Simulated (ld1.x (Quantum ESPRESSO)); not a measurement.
## phosphorus (P): variants of one TM potential

Base potential:

```
Element                 : phosphorus (P)
Generator               : ld1.x (Quantum ESPRESSO) 7.5
Type                    : norm-conserving Troullier–Martins (Kleinman–Bylander form)
Functional              : BLYP
Relativity              : scalar-relativistic
Frozen core             : [Ne]
Valence charge          : 5
Reference configuration : 3s2 3p2.5 (charge +0.5)
Partial waves           : 3p (bound): rc 1.70 bohr; 3s (bound): rc 1.65 bohr
Local potential         : the s channel
Core correction         : none
```

Cutoffs, loose and tight: the cutoffs (Ry, on a coarse ladder) from which the occupation-weighted sum of valence levels, in a spherical-Bessel basis at the reference potential, stays within 10 and 1 mRy of its value at 400 Ry. They do not see the model core or the augmentation charge, which bear on the density cutoff. Test errors are all-electron minus pseudo excitation energies from the reference, over the configurations 3s2 3p3; 3s2 3p2; 3s2 3p1; 3s0 3p5; 3s1 3p0; 3s2 3p0; 3s2 3p3.3. A dash means not determined; rows that change the core or the reference have their own tests.

```csv
change,outcome,"cutoff, loose","cutoff, tight",bound ghosts,largest test error (meV)
base,generated,25 Ry,50 Ry,none,+452
reference 3s2 3p3,generated,25 Ry,50 Ry,none,+470
functional PBE,generated,25 Ry,50 Ry,none,+206
wave 3s (bound): rc 1.65 bohr becomes 3s (bound): rc 2.50 bohr,generated,12 Ry,25 Ry,none,+576
core correction a·sin(br)/r model core inside 1.16 bohr,generated,25 Ry,50 Ry,none,+267
"type PAW; waves now 3s (bound): rcut 1.45, rcutus 1.65 bohr; 3s channel at 2.5 Ry: rcut 1.45, rcutus 1.65 bohr; 3p (bound): rcut 1.50, rcutus 1.70 bohr; 3p channel at 1.35 Ry: rcut 1.50, rcutus 1.70 bohr; local potential all-electron potential smoothed inside 1.55 bohr (lloc = -1); core correction a·sin(br)/r model core, default radius (ld1.x builds one for every PAW set, though the input has nlcc=.false.); augmentation GAUSS, radius 1.60 bohr",failed: new_paw_hamiltonian: negative rho,–,–,–,–
wave 3p (bound): rc 1.70 bohr becomes 3p (bound): rc 2.24 bohr,generated,21 Ry,50 Ry,none,+425
reference 3s2 3p2,generated,30 Ry,50 Ry,none,+420
core correction a·sin(br)/r model core inside 0.92 bohr,generated,25 Ry,50 Ry,none,+152
wave 3s (bound): rc 1.65 bohr becomes 3s (bound): rc 1.82 bohr,generated,21 Ry,45 Ry,none,+459
non-relativistic,generated,25 Ry,50 Ry,none,+457
```

Q: What comes out with this change to the base: all radii scaled by about 1.16 (s 1.92, p 1.96 bohr)?

A: outcome: generated; cutoff, loose: 18 Ry; cutoff, tight: 40 Ry; bound ghosts: none; largest test error (meV): +464.
